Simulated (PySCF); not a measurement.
Correlation energy of Ar⁺ (argon, charge +1)

[Ne] 3s2 3p4 4s1, high-spin 4P determinant (an excited configuration). Computed with PySCF 2.14 in aug-cc-pV(Q+d)Z (7s6p5d3f2g, 89 functions), with the non-relativistic Hamiltonian (point nucleus). Frozen: [Ne]; 7 electrons correlated.

```tsv
level	correlation energy (mhartree)
CCSD	-185.36
(T)	-6.47
CCSD(T)	-191.83
```

Diagnostics: T1 = 0.012, D1 = 0.0362, largest double amplitude 0.039.

**Question.** Is a single reference adequate?

**Answer.** Yes: T1 lies below 0.03 and no double amplitude reaches 0.07.
